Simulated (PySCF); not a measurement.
Isomers of C4H4N2O2S.

All values: PBE0/pcSseg-1 (PySCF) at GFN2-xTB geometries, gas phase, one conformer each.

Question: Rank by the lowest IAO charge on any atom, lowest value first.
A. `[CH3:1][O:2][c:3]1[n:4][n:5][s:6][c:7]1[CH:8]=[O:9]` with C1–O2–C3–N4 0°, S6–C7–C8–O9 0°
B. `[CH3:1][O:2][C:3](=[O:4])[c:5]1[cH:6][s:7][n:8][n:9]1` with C1–O2–C3–O4 0°, O2–C3–C5–C6 180°
C. `[CH3:1][O:2][C:3](=[O:4])[c:5]1[cH:6][n:7][n:8][s:9]1` with C1–O2–C3–O4 1°, O2–C3–C5–C6 -179°

Answer: B (-0.472 e), C (-0.452 e), A (-0.399 e).

Question: Rank by dipole moment, highest first.
A. `[CH3:1][O:2][C:3](=[O:4])[c:5]1[n:6][n:7][cH:8][s:9]1` with C1–O2–C3–O4 0°, O2–C3–C5–N6 0°
B. `[CH3:1][O:2][c:3]1[n:4][n:5][c:6]([CH:7]=[O:8])[s:9]1` with C1–O2–C3–N4 0°, N5–C6–C7–O8 180°
C. `[CH3:1][O:2][C:3](=[O:4])[c:5]1[cH:6][s:7][n:8][n:9]1` with C1–O2–C3–O4 0°, O2–C3–C5–C6 180°
D. `[CH3:1][O:2][c:3]1[n:4][n:5][s:6][c:7]1[CH:8]=[O:9]` with C1–O2–C3–N4 0°, S6–C7–C8–O9 0°
E. `[CH2:1]=[N:2][c:3]1[n:4][o:5][c:6]([SH:7])[c:8]1[OH:9]` with C1–N2–C3–N4 0°, O5–C6–S7–H 180°, C6–C8–O9–H 180°

Answer: B (3.73 D), D (3.20 D), E (2.74 D), C (1.57 D), A (1.31 D).

Question: Rank by the lowest Hirshfeld charge on any atom, lowest value first.
A. `[CH3:1][O:2][C:3](=[O:4])[c:5]1[n:6][n:7][cH:8][s:9]1` with C1–O2–C3–O4 0°, O2–C3–C5–N6 0°
B. `[CH3:1][O:2][c:3]1[n:4][n:5][s:6][c:7]1[CH:8]=[O:9]` with C1–O2–C3–N4 0°, S6–C7–C8–O9 0°
C. `[CH2:1]=[N:2][c:3]1[n:4][o:5][c:6]([SH:7])[c:8]1[OH:9]` with C1–N2–C3–N4 0°, O5–C6–S7–H 180°, C6–C8–O9–H 180°
D. `[CH3:1][O:2][C:3](=[O:4])[c:5]1[cH:6][n:7][n:8][s:9]1` with C1–O2–C3–O4 1°, O2–C3–C5–C6 -179°
E. `[CH3:1][O:2][c:3]1[n:4][n:5][c:6]([CH:7]=[O:8])[s:9]1` with C1–O2–C3–N4 0°, N5–C6–C7–O8 180°

Answer: A (-0.257 e), D (-0.246 e), B (-0.236 e), E (-0.224 e), C (-0.183 e).

All values together:

```json
{"SMILES": "COC(=O)c1nncs1", "μ (D)": "1.31", "HOMO (eV)": "-7.91", "LUMO (eV)": "-2.34", "lowest IAO charge (e)": "-0.462 (O)", "highest IAO charge (e)": "+0.510 (C)", "lowest Hirshfeld charge (e)": "-0.257 (O)", "highest Hirshfeld charge (e)": "+0.198 (C)"}
{"SMILES": "COc1nnsc1C=O", "μ (D)": "3.20", "HOMO (eV)": "-7.70", "LUMO (eV)": "-2.80", "lowest IAO charge (e)": "-0.399 (O)", "highest IAO charge (e)": "+0.557 (S)", "lowest Hirshfeld charge (e)": "-0.236 (O)", "highest Hirshfeld charge (e)": "+0.223 (S)"}
{"SMILES": "COc1nnc(C=O)s1", "μ (D)": "3.73", "HOMO (eV)": "-7.88", "LUMO (eV)": "-2.49", "lowest IAO charge (e)": "-0.385 (O)", "highest IAO charge (e)": "+0.285 (S)", "lowest Hirshfeld charge (e)": "-0.224 (O)", "highest Hirshfeld charge (e)": "+0.124 (C)"}
{"SMILES": "COC(=O)c1csnn1", "μ (D)": "1.57", "HOMO (eV)": "-7.79", "LUMO (eV)": "-2.08", "lowest IAO charge (e)": "-0.472 (O)", "highest IAO charge (e)": "+0.513 (C)", "lowest Hirshfeld charge (e)": "-0.260 (O)", "highest Hirshfeld charge (e)": "+0.203 (C)"}
{"SMILES": "C=Nc1noc(S)c1O", "μ (D)": "2.74", "HOMO (eV)": "-6.40", "LUMO (eV)": "-1.92", "lowest IAO charge (e)": "-0.474 (O)", "highest IAO charge (e)": "+0.380 (H)", "lowest Hirshfeld charge (e)": "-0.183 (O)", "highest Hirshfeld charge (e)": "+0.177 (H)"}
{"SMILES": "COC(=O)c1cnns1", "μ (D)": "3.88", "HOMO (eV)": "-7.76", "LUMO (eV)": "-2.57", "lowest IAO charge (e)": "-0.452 (O)", "highest IAO charge (e)": "+0.525 (S)", "lowest Hirshfeld charge (e)": "-0.246 (O)", "highest Hirshfeld charge (e)": "+0.200 (S)"}
```

Conformers: `[CH3:1][O:2][C:3](=[O:4])[c:5]1[n:6][n:7][cH:8][s:9]1` with C1–O2–C3–O4 0°, O2–C3–C5–N6 0°; `[CH3:1][O:2][c:3]1[n:4][n:5][s:6][c:7]1[CH:8]=[O:9]` with C1–O2–C3–N4 0°, S6–C7–C8–O9 0°; `[CH3:1][O:2][c:3]1[n:4][n:5][c:6]([CH:7]=[O:8])[s:9]1` with C1–O2–C3–N4 0°, N5–C6–C7–O8 180°; `[CH3:1][O:2][C:3](=[O:4])[c:5]1[cH:6][s:7][n:8][n:9]1` with C1–O2–C3–O4 0°, O2–C3–C5–C6 180°; `[CH2:1]=[N:2][c:3]1[n:4][o:5][c:6]([SH:7])[c:8]1[OH:9]` with C1–N2–C3–N4 0°, O5–C6–S7–H 180°, C6–C8–O9–H 180°; `[CH3:1][O:2][C:3](=[O:4])[c:5]1[cH:6][n:7][n:8][s:9]1` with C1–O2–C3–O4 1°, O2–C3–C5–C6 -179°.
